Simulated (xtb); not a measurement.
H4AsSi (SMILES [SiH3][AsH]), doublet, from a rough starting geometry; GFN2-xTB in xtb.

Input for xtb:
```
$ xtb mol.xyz --gfn 2 --uhf 1 --opt vtight --json

# file mol.xyz
6

Si    -0.56306099    -0.00417404    -0.02655029
As     1.54840325     0.93113783    -0.09766005
H     -0.86474155    -0.69599083     1.18981177
H     -1.46748067     1.08648652    -0.00741962
H     -0.83850517    -0.80768960    -1.15995335
H      2.19183901    -0.49691982     0.01144364
```

Q: Predict the main parts of the log of this xtb run.

A: 
```
   ID    Z sym.   atoms
    1   14 Si     1
    2   33 As     2
    3    1 H      3-6

           -------------------------------------------------
          |                Calculation Setup                |
           -------------------------------------------------

           -------------------------------------------------
          |                 G F N 2 - x T B                 |
           -------------------------------------------------

          ...................................................
          :                      SETUP                      :
          :.................................................:
          :  # basis functions                  24          :
          :  # atomic orbitals                  22          :
          :  # shells                           10          :
          :  # electrons                        13          :
          :  max. iterations                   250          :
          :  Hamiltonian                  GFN2-xTB          :
          :  restarted?                      false          :
          :  GBSA solvation                  false          :
          :  PC potential                    false          :
          :  electronic temp.          300.0000000     K    :
          :  accuracy                    1.0000000          :
          :  -> integral cutoff          0.2500000E+02      :
          :  -> integral neglect         0.1000000E-07      :
          :  -> SCF convergence          0.1000000E-05 Eh   :
          :  -> wf. convergence          0.1000000E-03 e    :
          :  Broyden damping             0.4000000          :
          :  net charge                          0          :
          :  unpaired electrons                  1          :
          ...................................................

 iter      E             dE          RMSdq      gap      omega  full diag
   1     -6.0532501 -0.605325E+01  0.120E+01    4.04       0.0  T
   2     -6.1166713 -0.634212E-01  0.558E+00    2.96       1.0  T
   3     -6.1350527 -0.183815E-01  0.340E+00    3.80       1.0  T
   4     -6.1372712 -0.221849E-02  0.106E+00    3.80       1.0  T
   5     -6.1372400  0.312731E-04  0.473E-01    3.71       1.0  T
   6     -6.1374153 -0.175354E-03  0.394E-01    3.74       1.0  T
   7     -6.1374540 -0.387210E-04  0.503E-02    3.75       1.0  T
   8     -6.1374544 -0.369293E-06  0.184E-02    3.76       2.2  T
   9     -6.1374545 -0.144057E-06  0.704E-03    3.76       5.8  T
[...]
         :: total energy              -6.089811261177 Eh    ::
 * total energy  :    -6.0898113 Eh     change       -0.1565592E-10 Eh
 * total energy  :    -6.0931842 Eh     change       -0.3372896E-02 Eh
 * total energy  :    -6.0933693 Eh     change       -0.1851741E-03 Eh
 * total energy  :    -6.0938284 Eh     change       -0.4591059E-03 Eh
 * total energy  :    -6.0938222 Eh     change        0.6284756E-05 Eh
 * total energy  :    -6.0938327 Eh     change       -0.1057703E-04 Eh
 * total energy  :    -6.0938328 Eh     change       -0.7721272E-07 Eh
   *** GEOMETRY OPTIMIZATION CONVERGED AFTER 7 ITERATIONS ***
         :: total energy              -6.093832806439 Eh    ::
[...]
      -------------------------------------------------------------
                  HL-Gap            0.1451751 Eh            3.9504 eV
             Fermi-level           -0.2992748 Eh           -8.1437 eV

     #   Z          covCN         q      C6AA      α(0)
     1  14 Si       3.680     0.403    99.706    19.131
     2  33 As       1.899     0.015   231.683    28.550
     3   1 H        0.917    -0.118     6.231     3.904
     4   1 H        0.917    -0.134     6.936     4.119
     5   1 H        0.917    -0.118     6.224     3.902
     6   1 H        0.971    -0.049     4.047     3.144

 Mol. C6AA /au·bohr⁶  :       1206.083582
 Mol. C8AA /au·bohr⁸  :      63017.748761
 Mol. α(0) /au        :         62.750415

Wiberg/Mayer (AO) data.
largest (>0.10) Wiberg bond orders for each atom

 ---------------------------------------------------------------------------
     #   Z sym  total        # sym  WBO       # sym  WBO       # sym  WBO
 ---------------------------------------------------------------------------
     1  14 Si   3.750 --     2 As   1.110     4 H    0.877     3 H    0.873
                             5 H    0.872
     2  33 As   2.258 --     1 Si   1.110     6 H    0.979
     3   1 H    0.986 --     1 Si   0.873
     4   1 H    0.982 --     1 Si   0.877
     5   1 H    0.986 --     1 Si   0.872
     6   1 H    0.998 --     2 As   0.979
 ---------------------------------------------------------------------------

Topologies differ in total number of bonds
Writing topology from bond orders to xtbtopo.mol

molecular dipole:
                 x           y           z       tot (Debye)
 q only:        0.180       0.162      -0.013
   full:       -0.018      -0.143       0.007       0.368
molecular quadrupole (traceless):
                xx          xy          yy          xz          yz          zz
 q only:       -0.808       0.748       0.412      -0.050      -0.014       0.396
  q+dip:       -2.276      -1.484       0.691       0.120       0.066       1.585
   full:       -2.631      -2.343       0.192       0.171       0.155       2.439

optimized geometry written to: xtbopt.xyz

           -------------------------------------------------
          | TOTAL ENERGY               -6.093832806439 Eh   |
          | GRADIENT NORM               0.000123701053 Eh/α |
          | HOMO-LUMO GAP               3.950415936926 eV   |
           -------------------------------------------------

normal termination of xtb
```
